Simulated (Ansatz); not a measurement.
A CCSD(T) single point on CH7FO2Si2 (`C[SiH](F)O[SiH2]O`).

```yaml
crystal:
  periodic: [false, false, false]
  atoms:
    - {symbol: C, position_ang: [-0.056228, 1.968692, 1.361320]}
    - {symbol: Si, position_ang: [-0.660276, 0.752846, 0.114950]}
    - {symbol: F, position_ang: [-0.258162, 1.260596, -1.354633]}
    - {symbol: O, position_ang: [0.053048, -0.689425, 0.339978]}
    - {symbol: Si, position_ang: [0.570593, -2.002888, -0.491711]}
    - {symbol: O, position_ang: [-0.047540, -2.044124, -2.006953]}
    - {symbol: H, position_ang: [-0.513577, 2.947921, 1.201323]}
    - {symbol: H, position_ang: [-0.309040, 1.634877, 2.370677]}
    - {symbol: H, position_ang: [1.028896, 2.079492, 1.300249]}
    - {symbol: H, position_ang: [-2.132382, 0.599078, 0.112517]}
    - {symbol: H, position_ang: [0.076070, -3.220495, 0.181008]}
    - {symbol: H, position_ang: [2.053281, -1.945535, -0.516427]}
    - {symbol: H, position_ang: [0.195326, -1.341025, -2.612289]}
basis:
  gaussian: {orbitals: def2-TZVPP}
correlation: {method: ccsd_t}
```

```sh
$ ansatz run in.yaml --threads 2 --pin off --events-out ev --progress --plain --max-ram 22528MiB --backend cuda --devices 0, --max-vram 18GiB
```

The program prints (abridged):

```
Functional definition: HF
1812 factors; integrals over basis functions are off by at most 1.2e-3 eV
mean field evaluation 1: about -23650.6941 eV, gradient 5.7e1 eV
mean field evaluation 2: about -23651.0112 eV, gradient 5.7e1 eV
mean field evaluation 4: about -23656.9726 eV, gradient 4.2e0 eV
mean field evaluation 8: about -23657.0540 eV, gradient 2.7e-1 eV
mean field -23657.05425280 eV, -869.3807084631 hartree, gradient 4.1e-6 eV, S^2 0.000000; 0 other end points of the search recorded, 0 dependent functions left out
14 core orbitals not correlated: weight in the atoms' cores, before any rotation towards them, 1.000 or more for the frozen orbitals, at most 0.000 for the correlated occupied ones
reference -23657.05425280 eV, -869.3807084631 hartree; 19, 19 occupied and 273, 273 virtual orbitals, 1812 factors
second order -31.00673243 eV of doubles, -0.00000000 eV of singles
cycle   1  -31.29044389 eV  change   -2.8e-1 eV  update   1.1e-1
cycle   2  -31.98178198 eV  change   -6.9e-1 eV  update   3.2e-2
cycle   3  -32.13852832 eV  change   -1.6e-1 eV  update   1.6e-2
cycle   4  -32.12052461 eV  change    1.8e-2 eV  update   3.1e-3
cycle   5  -32.11956317 eV  change    9.6e-4 eV  update   1.4e-3
cycle   6  -32.12038184 eV  change   -8.2e-4 eV  update   3.8e-4
cycle   7  -32.12016579 eV  change    2.2e-4 eV  update   1.5e-4
cycle   8  -32.12010280 eV  change    6.3e-5 eV  update   4.1e-5
cycle   9  -32.12011680 eV  change   -1.4e-5 eV  update   1.5e-5
perturbative correction -1.06713905 eV, -0.0392166366 hartree
Total energy: -23690.24150864 eV, -870.6003176202 hartree
```

Hardware: 2 threads of an AMD EPYC 7R13 on a shared host and a share of an NVIDIA H100 80 GB. Wall time 4.1 s, peak host memory 0.82 GiB.

Correlation energy per correlated electron: -0.873 eV. T1 diagnostic: 0.0113.
